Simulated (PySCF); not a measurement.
Delta-SCF ions had no search for a lower state. 

C₃H₅OSi, SMILES `CC#C[SiH2][O-]` (charge -1, multiplicity 1)

The numbers are results of CAM-B3LYP-D3(BJ)/def2-TZVPD run with PySCF, not measurements.

```
Item                                                            Value
--------------------------------------  -----------------------------
HOMO                                                         -2.97 eV
vertical detachment energy (Delta-SCF)                        3.70 eV
total energy                                             -482.0768 Ha
cost                                    very roughly 2.1 core-minutes
```

```xyz
10

C      2.2331    -0.0688    -0.1294
C      0.7800    -0.0184    -0.0459
C     -0.4232     0.0378     0.0216
Si    -2.3059     0.1559     0.1241
O     -2.9045     1.5848     0.0001
H      2.6668     0.9331    -0.0839
H      2.5641    -0.5278    -1.0642
H      2.6610    -0.6496     0.6915
H     -2.5641    -0.5921     1.4131
H     -2.7073    -0.8549    -0.9271
```
Charge -1, spin multiplicity 1.
